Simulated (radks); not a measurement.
The numbers below are computed, except where a source is named.
Task: Excited configurations of Tm I: one electron is placed in a higher orbital outside [Xe] 4f13 6s1. The ground configuration is [Xe] 4f13 6s2. Level of theory: scalar-relativistic Kohn-Sham, PBE, spin-polarised, spherical densities, finite nucleus; open shells are filled with parallel spins first (spin-orbit coupling, left out, can overturn this in heavy ions); Fermi nuclear charge, rms radius 5.2256 fm (a radial shooting solver on a logarithmic mesh with Libxc functionals). Excitation = E - E(ground); binding = E(ion) - E, where the ion is the core of charge +1; n* = 1/sqrt(2 binding) in atomic units, and the quantum defect is n - n*.

outer orbital  excitation (eV)  binding (eV)     n*  quantum defect  eigenvalue (eV)  <r> (bohr)
5f                       5.267         0.980  3.726           1.274           -0.472       16.28
6p                       2.351         3.895  1.869           4.131           -2.063       5.309
6d                       4.707         1.539  2.973           3.027           -0.788       11.48
6f                       5.551         0.695  4.423           1.577           -0.404       27.47
7s                       3.905         2.341  2.411           4.589           -1.441       9.518
7p                       4.533         1.714  2.818           4.182           -1.035       12.29
7d                       5.266         0.981  3.725           3.275           -0.577       20.88
7f                       5.731         0.515  5.139           1.861           -0.325       40.62

Estimate the row for 5d.

Result: excitation (eV) 2.590; binding (eV) 3.657; n* 1.929; quantum defect 3.071; eigenvalue (eV) -0.985; <r> (bohr) 3.976. The Delta-SCF ionisation energy is 6.247 eV (NIST Atomic Spectra Database: 6.184 eV, measured). Self-interaction in the functional shifts the binding energies and quantum defects, so they are the method's values and not measured ones. Open shells are spherical and high-spin; term and fine-structure splittings are not resolved. Spin-orbit splitting is averaged out at the scalar-relativistic level.
